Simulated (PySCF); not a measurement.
C5H4AlF3O2.
SMILES: `FC(F)=C(F)C1=C[O][AlH2-][O+]=C1`

Torsions of this conformer, `[F:1][C:2]([F:3])=[C:4]([F:5])[C:6]1=[CH:7][O:8][AlH2-:9][O+:10]=[CH:11]1`: C2–C4–C6–C7 -146°.

The closed-shell ground state was solved at several levels (PySCF, density fitting, gas phase, non-relativistic). Isolated species at its PBE0-D3(BJ)/def2-SVP geometry (one conformer only).

| level | basis functions | HOMO (eV) | LUMO (eV) | gap (eV) | dipole (D) |
| --- | --- | --- | --- | --- | --- |
| CAM-B3LYP/def2-SVPD | 271 | -8.40 | -1.79 | 6.61 | 2.09 |
| KT2/pcSseg-2 | 459 | -5.94 | -3.66 | 2.28 | 2.04 |

Estimate the row for PBE0/pcSseg-1, a basis of 214 functions; the other rows only guide the guess.

HOMO -7.06 eV, LUMO -2.78 eV, gap 4.28 eV, dipole 2.16 D.

Over all these levels, which gives the widest orbital gap and which the narrowest?

CAM-B3LYP/def2-SVPD (range-separated hybrid) has the widest, 6.61 eV, and KT2/pcSseg-2 (GGA) the narrowest, 2.28 eV. Functional and basis both differ between the two, so the spread mixes both effects.

How far do the dipole and the HOMO energy spread over the levels?

The dipole runs from 2.04 to 2.16 D (mean 2.09 D) and the HOMO from -8.40 to -5.94 eV.
